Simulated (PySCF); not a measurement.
C2H5FOSi2, SMILES O=C1C[SiH2][Si@@H]1F.

Geometry: B3LYP-D3(BJ)/def2-SVP. The structure was generated by enumeration; whether it is a known compound was not checked.

Vertical ionisation energy (IE) and electron affinity (EA) in eV. Rows of orbital energies are one-electron estimates. Where ΔSCF, EOM or ADC give a negative EA the extra electron is unbound and the value depends on the basis.

| level | IE | EA |
|---|---|---|
| −ε(HOMO), −ε(LUMO), PBE0/def2-TZVP (PySCF) | 6.85 | 2.17 |
| −ε(HOMO), −ε(LUMO), PBE/def2-TZVP (PySCF) | 5.54 | 3.14 |
